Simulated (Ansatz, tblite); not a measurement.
Removing and adding an electron: the cluster Si₈H₆ (the lowest singlet isomer of a short search). Total charge 0; singlet. Geometry: PBE-D4/def2-SVP. Ansatz, gas phase; energy differences of separate SCF runs; the oxidised species was run as a doublet alone; the reduced species was run as a doublet alone.

```xyz
14

Si    0.814   -1.551   -3.470
Si   -1.626    0.825    1.469
Si   -0.840   -0.954   -1.980
Si    1.681    0.166    0.447
Si    0.445    2.217    0.561
Si    0.292   -0.006    2.291
Si    1.427   -1.441   -1.238
Si   -1.185    1.034   -0.771
H     3.125    0.175    0.888
H    -2.124   -1.751   -1.995
H     0.705    0.507    3.655
H    -2.233    1.875   -1.457
H    -2.570    1.611    2.341
H     2.089   -2.707   -0.741
```

The xTB rows come from tblite. Correlated methods freeze 40 core orbitals. The rows differ in basis, and correlated rows in double-zeta sets carry the largest basis error. The structure comes from a short search, and lower isomers may exist.

```tsv
level	−HOMO (eV)	vertical IE (eV)	−LUMO (eV)	vertical EA (eV)	HOMO–LUMO gap (eV)	IE − EA (eV)	remarks
GFN1-xTB	9.71	11.35	8.86	–	0.85	–	–
GFN2-xTB	7.26	9.20	6.38	4.48	0.88	4.72	–
PBE-D4/def2-SVP	5.30	–	3.89	1.90	1.41	–	HOMO above zero (-1 doublet), restricted SCF unstable in HF (singlet)
PBE-D4/def2-TZVP	5.27	7.28	3.89	–	1.39	–	–
PBE0-D4/def2-SVP	6.12	–	3.27	2.00	2.85	–	restricted SCF unstable in HF (singlet)
PBE0-D4/def2-TZVP	6.06	7.41	3.22	–	2.84	–	restricted SCF unstable in HF (singlet)
MP2/def2-SVP	–	7.55	–	–	–	–	restricted SCF unstable (singlet), spin-contaminated (⟨S²⟩ 0.90) (+1 doublet)
CCSD/def2-SVP	–	7.35	–	–	–	–	large T1 (0.023) (singlet), restricted SCF unstable (singlet), spin-contaminated (⟨S²⟩ 0.90) (+1 doublet)
CCSD(T)/def2-SVP	–	7.37	–	–	–	–	large T1 (0.023) (singlet), restricted SCF unstable (singlet), spin-contaminated (⟨S²⟩ 0.90) (+1 doublet)
```

Run but left out: HF/def2-SVP (singlet: restricted singlet, unstable towards broken spin symmetry).   A HOMO above zero means that the electron is unbound at that level or that self-interaction error raises the level; the energy of removing that electron tells which. Raw xTB energy differences between charge states are shifted by several eV; the methods need an empirical correction for them. Sets without diffuse functions give affinities that are too small.
